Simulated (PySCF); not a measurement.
## BHandHLYP on Tb²⁺ (terbium, charge +2)

Configuration: [Xe] 4f9, one real determinant. All numbers are calculated (PySCF 2.14, the spin-free X2C one-electron Hamiltonian (Gaussian nucleus), in ANO-RCC-VTZP).

```
Total energy                                                  : -11707.28 hartree
One-electron energy                                           : -15993.58 hartree
Hartree (Coulomb) energy                                      : 4546.05 hartree
Exchange-correlation energy                                   : -259.75 hartree
⟨S²⟩                                                          : 8.7562
⟨L²⟩                                                          : 24.016
Sum of ⟨r⟩                                                    : 35.49 bohr
Sum of ⟨r²⟩                                                   : 38.55 bohr²
Traceless quadrupole moment −½Σ⟨3z² − r²⟩ along its main axis : -0.271 e·bohr²
Langevin diamagnetic susceptibility                           : -30.5 ×10⁻⁶ cm³/mol
Time after the integrals                                      : about 9 core-seconds
```

```
shell  electrons  mean orbital energy (eV)  spread (eV)  rms radius, mean of both spins (bohr)
 1s α          1                  -51995.9            0                                 0.0245
 1s β          1                  -51995.9            0                                 0.0245
 2s α          1                   -8693.2            0                                 0.0990
 2s β          1                   -8693.1            0                                 0.0990
 2p α          3                   -7738.5        0.230                                 0.0890
 2p β          3                   -7738.4        0.215                                 0.0890
 3s α          1                   -1966.0            0                                  0.255
 3s β          1                   -1963.5            0                                  0.255
 3p α          3                   -1667.3        1.347                                  0.256
 3p β          3                   -1664.5        0.845                                  0.256
 3d α          5                   -1270.4        1.299                                  0.234
 3d β          5                   -1267.7        0.619                                  0.234
 4s α          1                   -415.03            0                                  0.576
 4s β          1                   -408.67            0                                  0.576
 4p α          3                   -315.24        2.192                                  0.612
 4p β          3                   -308.46        0.931                                  0.612
 4d α          5                   -175.53        2.481                                  0.674
 4d β          5                   -167.36        1.239                                  0.674
 5s α          1                   -67.981            0                                   1.42
 5s β          1                   -65.515            0                                   1.42
 5p α          3                   -42.805        0.895                                   1.68
 5p β          3                   -40.968        0.482                                   1.68
 4f α          7                   -23.654        2.382                                   1.00
 4f β          2                   -19.432        0.128                                   1.00
```

⟨L²⟩ = 24.02 against 30 for a pure H term, so this real determinant mixes terms. Spin-orbit coupling, absent here, splits the open shell strongly.

Densities and radii are taken from the X2C orbitals without a picture-change correction, which distorts them close to the nucleus.
